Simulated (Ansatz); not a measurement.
Cartesian coordinates in Å:
```
N 1.312 0.155 -0.731
Si -0.181 -0.059 0.047
O -1.161 -0.594 -1.147
O -0.277 -1.141 1.276
O -0.619 1.355 0.756
H 1.581 -0.471 -1.471
H 2.110 0.516 -0.237
H -1.899 -1.134 -0.861
H -0.337 -0.766 2.155
H -0.530 2.139 0.212
```

Charge 0, multiplicity 1.

(1) List the PBE/def2-TZVPP orbital energies in eV (the Gaussian-basis code of Ansatz). (An estimate is asked.)

Answers

(1) Ansatz gave: Occupied: -1780.36, -510.07, -510.00, -509.96, -379.80, -137.88, -94.64, -94.64, -94.60, -25.40, -24.64, -24.49, -20.92, -14.06, -12.84, -12.56, -11.85, -10.72, -9.14, -8.66, -8.43, -7.88, -7.60, -7.27, -6.06. Lowest empty: -0.28, 0.89, 1.01, 1.09, 2.04, 2.77, 3.43, 3.71.
